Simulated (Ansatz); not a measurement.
Consider the hydrogenolysis of the Si–Ge bond: `C[SiH](N)[GeH2][NH2]` + H₂ → `C[SiH2]N` + `[NH2][GeH3]`.

Computed with Ansatz on PBE0-D4/def2-TZVP structures; ΔE is electronic, products minus reactants. CCSD(T)/CBS adds triple-zeta CCSD(T) − MP2 to the extrapolated MP2 energy (def2 sets, frozen cores). This one scheme is used for every species. Functionals use def2-TZVPP. For Ge outer-core shells are correlated without core-valence functions, which leaves a few kJ/mol of doubt a bond. Scalar relativity is left out up to krypton. Each species was taken in one conformer, which may not be the lowest.

```
             level  ΔE (kcal/mol)  difference from CCSD(T)/CBS
            PBE-D4            1.9                          2.9
         r2SCAN-D4           -0.2                          0.8
           PBE0-D4            0.2                          1.2
            B2PLYP           -3.4                         -2.4
            r2SCAN           -0.9                          0.1
              PBE0           -2.1                         -1.1
     HF/def2-TZVPP          -10.9                         -9.9
    MP2/def2-TZVPP           -0.8                          0.2
SCS-MP2/def2-QZVPP           -2.9                         -1.9
    CCSD/CBS(def2)           -2.5                         -1.5
       CCSD(T)/CBS           -1.0                            0
```

Largest T1 diagnostic among the species: 0.011.

From PBE to PBE0 (25 % exact exchange), in def2-TZVPP and without D4, ΔE moves by −1.5 kcal/mol. In def2-TZVPP, CCSD(T) changes the Hartree–Fock value by +9.2 kcal/mol (the triples alone add +1.6 kcal/mol) and MP2 by +10.1 kcal/mol.
